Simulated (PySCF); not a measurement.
Field gradients at the hydrogen positions

C₆H₄O.
Numbering: `[CH:1]#[C:2][CH2:3][C:4](=[O:5])[C:6]#[CH:7]` (hydrogens: H8 on C1; H9, H10 on C3; H11 on C7)

Structure used (GFN2-xTB), in Å, numbered top down from 1:
```xyz
11
C6H4O angstrom
C     -1.7710   -1.4309    0.4016
C     -1.3147   -0.4244   -0.0564
C     -0.7517    0.8046   -0.5743
C      0.5363    1.1646    0.1548
O      0.7524    2.2522    0.6244
C      1.4731    0.0747    0.2070
C      2.2757   -0.8175    0.2491
H     -2.1845   -2.3136    0.7878
H     -0.5140    0.6739   -1.6355
H     -1.4644    1.6265   -0.4663
H      2.9680   -1.6073    0.2818
```

Level: PBE0/pcSseg-1 (PySCF, non-relativistic); Q(2H) = 0.00286 b; rigid geometry, the same for H and D, with no vibrational averaging.

**Question.** Rank these positions by the coupling χzz of a deuteron there, largest first.
A. H10 (methylene hydrogen)
B. H8 (alkyne hydrogen)
C. H11 (alkyne hydrogen)

**Answer.** B (267 kHz), C (261 kHz), A (199 kHz).

**Question.** Give the electric field gradient Vzz (the principal value of largest size), its asymmetry and the 2H coupling at each hydrogen.

**Answer.** 
| atom | bonded to | bond length (Å) | Vzz (au) | η | χzz (kHz) |
| --- | --- | --- | --- | --- | --- |
| H8 | C1 | 1.048 | 0.3973 | 0.01 | 267 |
| H9 | C3 | 1.095 | 0.2948 | 0.02 | 198 |
| H10 | C3 | 1.093 | 0.2960 | 0.02 | 199 |
| H11 | C7 | 1.051 | 0.3887 | 0.02 | 261 |

**Question.** Give the 2H NMR doublet splittings at H8 for a magnetic field along the z, y and x axes of the gradient: 3χ/2, 3χ(1 + η)/4, 3χ(1 − η)/4.

**Answer.** With |χ| = 267.0 kHz and η = 0.005: 400, 201 and 199 kHz, to first order and without motion.

Isolated species at its GFN2-xTB geometry (one conformer only). GFN2-xTB bond lengths can be off by several hundredths of an ångström, more for odd bonds, and the gradients follow them. With so small a basis the couplings can be 20 % off.

The run behind these numbers computed NMR shieldings as well. On Arm Neoverse V2, one thread, shared host with 192 logical CPUs at a one-minute load of 140, this took 11 s and 0.65 GiB of memory at its peak.
